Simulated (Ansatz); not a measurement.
`C[CH2][SbH2]` + `[BH2][AlH][OH]` → `[BH2][AlH][SbH2]` + `CCO` at 500 K and 1 bar (formal exchange of groups at the Sb–C bond).

Gas-phase electronic energies from Ansatz, PBE0-D4/def2-TZVP geometries. CBS: MP2 limit from def2 TZ/QZ plus the TZ coupled-cluster correction, frozen cores. Elements past krypton have def2 core potentials. For Sb outer-core shells are correlated without core-valence functions, which leaves a few kJ/mol of doubt a bond. One conformer a species, not always the lowest.

```tsv
species	CCSD(T)/CBS energy (Eh)	H − E (kJ/mol)	S (J/(mol·K))
`C[CH2][SbH2]`	-320.31453	243.9	367.3
`[BH2][AlH][OH]`	-344.39123	140.6	347.8
`[BH2][AlH][SbH2]`	-509.77411	147.9	412.3
`CCO`	-154.88256	240.4	310.3
```

H − E and S are ideal-gas, rigid-rotor, harmonic terms from PBE0-D4/def2-TZVP, for one conformer and one mirror image of each species. 1 Eh = 2625.50 kJ/mol, R = 8.31446 J/(mol·K).

**Question.** By hand: ΔE, ΔH, ΔS and ΔG.

**Answer.** ΔE = (-509.77411) + (-154.88256) − (-320.31453) − (-344.39123) = 0.04909 Eh = 128.9 kJ/mol. Δ(H − E) = 147.9 + 240.4 − 243.9 − 140.6 = 3.8, so ΔH = 132.7 kJ/mol. ΔS = 412.3 + 310.3 − 367.3 − 347.8 = 7.5 J/(mol·K). ΔG = 132.7 − 500 × (7.5)/1000 = 128.9 kJ/mol.

**Question.** By hand: the equilibrium constant, and the temperature at which ΔG would vanish if ΔH and ΔS stayed fixed.

**Answer.** log₁₀ K = −ΔG/(RT ln 10) = -13.5. ΔG = 0 at ΔH/ΔS = 17693 K, far beyond where these terms or the molecules hold.

The number of gas molecules stays the same, so ΔS is small and ΔH decides. A doubt of 5 kJ/mol in ΔE shifts log₁₀ K by 0.5 here. Other conformers and mirror images would add mixing entropy, several J/(mol·K) or more a flexible species. These are equilibria of isolated gas molecules and say nothing of rates. Largest T1 diagnostic: 0.014 (customary marks: 0.02 for closed shells, 0.045 for open ones).
